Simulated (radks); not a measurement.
Values are calculated unless marked as measured or tabulated.
Q: Ionisation of Hg, [Hg], to Hg+, [Xe] 4f14 5d10 6s1, under several functionals. Non-relativistic Kohn-Sham, spin-polarised, spherical densities, point nucleus; open shells are filled with parallel spins first (spin-orbit coupling, left out, can overturn this in heavy ions); a radial shooting solver on a logarithmic mesh with Libxc functionals. Known Delta-SCF values: exchange-only B88 7.695 eV; BLYP 8.557 eV. What does LDA (Slater exchange, Perdew-Wang correlation) give, and what is its highest occupied eigenvalue?

A: 8.829 eV by Delta-SCF; the 6s eigenvalue is -5.582 eV. NIST: 10.438 eV (measured).

Beside tabulated values, note that relativity, absent from the non-relativistic runs, is large for the heavy elements.
